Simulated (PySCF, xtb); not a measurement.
C3H4BrCl, SMILES C/C(Cl)=C\Br.

Harmonic wavenumbers (cm⁻¹) from GFN2-xTB (xtb) at its own minimum, in rising order: 97, 181, 186, 249, 352, 413, 685, 707, 759, 997, 1039, 1084, 1225, 1396, 1443, 1457, 1664, 3009, 3024, 3050, 3105.

Task: What does PySCF with PBE-D3(BJ)/def2-SVP give at its own minimum? (The exact figures need the calculation; the answer reports its results.)

Result: 144, 190, 194, 262, 364, 424, 697, 718, 762, 966, 1008, 1054, 1214, 1339, 1392, 1393, 1640, 2975, 3054, 3094, 3165. Paired by order, the mean absolute difference is 28 cm⁻¹ and the zero-point energies are 37.3 and 37.2 kcal/mol.
